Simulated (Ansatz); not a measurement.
Cost and result up the ladder for B(OH)3 (BO₃H₃) (7 atoms). Charge 0, multiplicity 1. Geometry: r2SCAN-D4/def2-TZVP.

Cartesian coordinates in Å:
```
B 0.228 0.014 -0.001
O 1.387 -0.002 -0.718
H 1.222 -0.139 -1.656
O -0.963 -0.155 -0.679
H -1.756 -0.137 -0.137
O 0.354 0.204 1.351
H -0.472 0.215 1.840
```

Ansatz on 4 threads of Intel Xeon Platinum 8488C on a shared host. Times are rough, and most runs start from the orbitals of an earlier one. CAM-B3LYP-D4/def2-TZVP serves as the yardstick here, not as an exact answer. Differences are given only for rows in sets of like size (and for xTB, whose basis is part of the method), since another set adds its own error. Binding counts from free atoms at the same level (B doublet, O triplet, H doublet; other spins of the atoms weren't run), without zero-point energy or a counterpoise term.

B3LYP takes the VWN-RPA correlation. HSE06 is defined as in plane-wave codes, on full-range PBE exchange. Correlated methods freeze 4 core orbitals.

Correlated methods converge slowly with the basis.

| level | functions | binding energy per atom (eV) | difference from CAM-B3LYP-D4/def2-TZVP (eV) |
| --- | --- | --- | --- |
| B3LYP-D4/6-31G | 42 | 4.12 | – |
| PBE-D4/def2-TZVPD | 184 | 4.61 | 0.08 |
| PBE-D4/def2-TZVP | 142 | 4.60 | 0.08 |
| MP2/def2-TZVP | 142 | 4.50 | -0.02 |
| r2SCANh-D4/def2-TZVP | 142 | 4.47 | -0.05 |
| CAM-B3LYP-D4/def2-TZVP | 142 | 4.52 | 0.00 |
| PBE0-D4/def2-TZVPD | 184 | 4.47 | -0.05 |
| r2SCAN-D4/def2-TZVPD | 184 | 4.52 | 0.00 |
| PBE-D4/def2-SVP | 71 | 4.65 | – |
| r2SCAN-D4/def2-TZVP | 142 | 4.52 | -0.01 |
| CCSD(T)/def2-TZVPP | 166 | 4.40 | -0.12 |
| HSE06-D4/def2-TZVP | 142 | 4.47 | -0.05 |
| PBE0-D4/def2-SVP | 71 | 4.51 | – |
| HF/6-31G | 42 | 2.76 | – |

**Question.** Estimate how long each takes.

**Answer.** HF/6-31G 0.1 s; B3LYP-D4/6-31G 0.25 s; PBE-D4/def2-SVP 0.35 s; PBE0-D4/def2-SVP 0.35 s; PBE-D4/def2-TZVP 0.65 s; MP2/def2-TZVP 0.65 s; HSE06-D4/def2-TZVP 0.8 s; PBE-D4/def2-TZVPD 0.85 s; CAM-B3LYP-D4/def2-TZVP 0.9 s; r2SCAN-D4/def2-TZVP 1 s; r2SCANh-D4/def2-TZVP 1.1 s; PBE0-D4/def2-TZVPD 1.1 s; r2SCAN-D4/def2-TZVPD 1.4 s; CCSD(T)/def2-TZVPP 13 s. On shared hardware such times vary by a factor of up to 3.
